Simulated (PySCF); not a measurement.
Compound: TiH2Cl2 (singlet state).
Bonds: Ti1–Cl4, Ti1–Cl5. Hydrogens: H2, H3 on Ti1.

Computed with PySCF 2.14.0, PBE0-D3(BJ)/def2-SVP geometry optimisation, gas phase.

**Question.** How far are the bound atoms from Ti1?

**Answer.** 4 atoms: H3 1.666 Å, H2 1.670 Å, Cl5 2.156 Å, Cl4 2.157 Å.

**Question.** List the angles at Ti1.

**Answer.** 
```csv
angle,degrees,distance of the outer atoms (Å)
Cl4–Ti1–Cl5,121.1,3.75
H2–Ti1–Cl5,107.6,3.10
H2–Ti1–Cl4,107.5,3.10
H2–Ti1–H3,106.9,2.68
H3–Ti1–Cl4,106.7,3.08
H3–Ti1–Cl5,106.3,3.07
```

**Question.** What is the shape at Ti1?

**Answer.** Distorted tetrahedral: angles from 106.3° to 121.1°; τ4 = (360° − α − β)/141° = 0.93 with α and β the two widest (0 for a square, 1 for a tetrahedron). Differences among atoms that C2v makes equivalent are scatter left by the optimiser.

**Question.** What are the rotational constants (commonest isotopes, rigid rotor)?

**Answer.** A = 12370, B = 2021, C = 1781 MHz: a near-prolate asymmetric top.

Point group: C2v (every atom within 0.08 Å of its image). Charge 0, singlet. PBE0-D3(BJ)/def2-SVP frequencies: not computed here.

Hardware: one thread of an Arm Neoverse V2, shared host. Cost: 9.3 s of wall time. This is the geometry optimisation.
